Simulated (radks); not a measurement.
Excited configurations of Pd2+: one electron is placed in a higher orbital outside [Kr] 4d7. The ground configuration is [Kr] 4d8. All-electron calculation, scalar-relativistic Kohn-Sham, r2SCAN, spin-unpolarised, spherical densities, finite nucleus; meta-GGA in the generalised Kohn-Sham scheme; Fermi nuclear charge, rms radius 4.5318 fm. Program: a radial shooting solver on a logarithmic mesh with Libxc functionals. Excitation = E - E(ground); binding = E(ion) - E, where the ion is the core of charge +3; n* = 3/sqrt(2 binding) in atomic units, and the quantum defect is n - n*.

| outer orbital | excitation (eV) | binding (eV) | n* | quantum defect | eigenvalue (eV) | <r> (bohr) |
|---|---|---|---|---|---|---|
| 5f | 29.308 | 5.199 | 4.853 | 0.147 | -4.246 | 9.595 |
| 6p | 24.892 | 9.615 | 3.569 | 2.431 | -8.206 | 6.175 |
| 6f | 30.832 | 3.675 | 5.772 | 0.228 | -3.075 | 14.66 |
| 7s | 27.595 | 6.912 | 4.209 | 2.791 | -5.990 | 9.008 |
| 7f | 31.792 | 2.715 | 6.715 | 0.285 | -2.308 | 20.76 |

The Delta-SCF ionisation energy is 34.507 eV (NIST Atomic Spectra Database: 32.930 eV, semi-empirical). Self-interaction in the functional shifts the binding energies and quantum defects, so they are the method's values and not measured ones. Spin polarisation and multiplet splitting are left out, so open shells lie too high by an amount that depends on their filling.

Beside tabulated values, note that spin-unpolarised runs miss the spin-polarisation part of the exchange energy of open shells.
